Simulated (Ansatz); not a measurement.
Program: Ansatz 0.2.0.

CH₁₀AlBSi₂ (`[AlH2][SiH2]BC[SiH3]`) at its PBE0-D4/def2-TZVP geometry, where that method's forces vanish. Charge 0, multiplicity 1.

| atom | x (Å) | y (Å) | z (Å) |
| --- | --- | --- | --- |
| Al1 | -2.540 | -1.083 | 1.847 |
| Si2 | -0.671 | 0.474 | 1.487 |
| B3 | -0.442 | 0.441 | -0.496 |
| C4 | 0.565 | -0.480 | -1.202 |
| Si5 | 2.139 | 0.564 | -1.395 |
| H6 | -4.032 | -0.565 | 2.027 |
| H7 | -2.267 | -2.650 | 1.850 |
| H8 | -1.022 | 1.815 | 2.036 |
| H9 | 0.519 | -0.056 | 2.220 |
| H10 | -1.134 | 1.162 | -1.161 |
| H11 | 0.294 | -0.768 | -2.223 |
| H12 | 0.894 | -1.355 | -0.633 |
| H13 | 2.725 | 0.869 | -0.065 |
| H14 | 3.125 | -0.208 | -2.195 |
| H15 | 1.848 | 1.840 | -2.097 |

(1) For each bond, give half the difference of the two atoms' forces along it (eV/Å; positive pushes the atoms apart) under PBE-D4, r2SCAN-D4, B3LYP-D4, ωB97M-V in def2-TZVPP. (Best estimate.)

Answers

(1) The calculation gave: 
| bond | length (Å) | PBE-D4 | r2SCAN-D4 | B3LYP-D4 | ωB97M-V |
| --- | --- | --- | --- | --- | --- |
| Al1–Si2 | 2.459 | -0.03 | 0.02 | 0.08 | 0.02 |
| Al1–H6 | 1.589 | 0.07 | -0.02 | -0.07 | -0.10 |
| Al1–H7 | 1.590 | 0.07 | -0.02 | -0.07 | -0.10 |
| Si2–B3 | 1.996 | -0.11 | -0.01 | 0.04 | 0.06 |
| Si2–H8 | 1.491 | 0.10 | -0.02 | -0.07 | -0.10 |
| Si2–H9 | 1.495 | 0.11 | -0.01 | -0.07 | -0.09 |
| B3–C4 | 1.536 | -0.02 | 0.04 | 0.07 | 0.09 |
| B3–H10 | 1.201 | 0.08 | -0.03 | -0.14 | -0.13 |
| C4–Si5 | 1.899 | 0.07 | 0.03 | 0.13 | 0.07 |
| C4–H11 | 1.095 | 0.12 | -0.01 | -0.05 | -0.07 |
| C4–H12 | 1.095 | 0.10 | -0.01 | -0.04 | -0.05 |
| Si5–H13 | 1.485 | 0.06 | -0.03 | -0.08 | -0.10 |
| Si5–H14 | 1.486 | 0.09 | -0.02 | -0.10 | -0.14 |
| Si5–H15 | 1.486 | 0.06 | -0.02 | -0.08 | -0.10 |

B3LYP here is the variant with VWN-RPA as its local correlation; programs differ in this.
